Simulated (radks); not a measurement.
Q: Species: Ba III. Configuration: [Kr] 4d9 5s2 5p6 4f1 (not the ground configuration). All-electron calculation, scalar-relativistic Kohn-Sham, BLYP, spin-polarised, spherical densities, point nucleus; open shells are filled with parallel spins first (spin-orbit coupling, left out, can overturn this in heavy ions). Program: a radial shooting solver on a logarithmic mesh with Libxc functionals. Some entries of the table are withheld. Estimate them.

orbital,occ.,eigenvalue (hartree),r(max) (bohr),<r^2> (bohr^2)
1s up,1,-1370.238,0.01642,0.0008883
1s down,1,-1370.237,0.01642,0.0008883
2s up,1,-217.2191,0.09287,0.01421
2s down,1,-217.2034,0.09287,0.01420
2p up,3,-194.8721,0.07462,0.01129
2p down,3,-194.8599,0.07462,0.01129
3s up,1,-46.36649,0.2663,0.09737
3s down,1,-46.35235,0.2663,0.09733
3p up,3,-39.20500,0.2605,0.09741
3p down,3,-39.18988,0.2605,0.09736
3d up,5,-28.81064,0.2149,0.08378
3d down,5,-28.79219,0.2149,0.08373
4s up,1,-9.59815,0.6240,0.5095
4s down,1,-9.53093,0.6238,0.5095
4p up,3,-7.28001,0.6522,0.5775
4p down,3,-7.21298,0.6520,0.5779
4d up,5,-3.91171,0.6922,(1)
4d down,4,-3.84692,0.6921,(2)
5s up,1,-1.73508,1.452,2.908
5s down,1,-1.70948,1.458,2.941
5p up,3,-1.16531,1.641,3.943
5p down,3,-1.14638,1.650,4.001
4f up,1,-0.47166,0.7925,2.315
4f down,0,-0.42820,0.7985,2.599

A: 
(1) 4d up <r^2> (bohr^2): 0.7306
(2) 4d down <r^2> (bohr^2): 0.7334
